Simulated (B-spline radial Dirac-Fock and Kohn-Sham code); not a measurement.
## Diagram lines of Re¹⁶⁺

System: Re¹⁶⁺, configuration [Kr] 4d10 4f11 5s2.

Model: multi-electron Dirac-Fock with separately optimised hole states, Breit and Lamb-shift corrections added in first order. Program: an atomic code on a B-spline grid. A line energy is the difference of two single-hole energies; the list is a selection of electric-dipole transitions between resolved j subshells. No correlation.

| line | energy (eV) | wavelength (Å) |
| --- | --- | --- |
| K-N3 | 71244.8 | 0.17403 |
| K-N2 | 71169.3 | 0.17421 |
| K-M3 | 69305.9 | 0.17889 |
| K-M2 | 68992.6 | 0.17971 |
| K-L3 | 61139.1 | 0.20279 |
| K-L2 | 59715.5 | 0.20762 |
| L1-N3 | 12105.2 | 1.0242 |
| L1-N2 | 12029.7 | 1.0306 |
| L2-O1 | 11957.4 | 1.0369 |
| L2-N4 | 11706.3 | 1.0591 |
| L2-N1 | 11345.5 | 1.0928 |
| L3-O1 | 10533.8 | 1.1770 |
| L3-N5 | 10297.0 | 1.2041 |
| L3-N4 | 10282.8 | 1.2057 |
| L1-M3 | 10166.4 | 1.2196 |
| L2-M4 | 10011.6 | 1.2384 |
| L3-N1 | 9922.0 | 1.2496 |
| L1-M2 | 9853.1 | 1.2583 |
| L2-M1 | 9022.2 | 1.3742 |
| L3-M5 | 8654.6 | 1.4326 |
| L3-M4 | 8588.0 | 1.4437 |
| L3-M1 | 7598.6 | 1.6317 |
| M2-O1 | 2680.3 | 4.6257 |
| M1-N3 | 2507.1 | 4.9454 |
| M1-N2 | 2431.5 | 5.0990 |
| M2-N4 | 2429.3 | 5.1038 |
| M3-O1 | 2367.0 | 5.2379 |
| M3-N5 | 2130.2 | 5.8203 |
| M3-N4 | 2116.0 | 5.8594 |
| M2-N1 | 2068.5 | 5.9941 |

Values without a named source are computed, but for edge energies of neutral atoms, which are taken from tables.
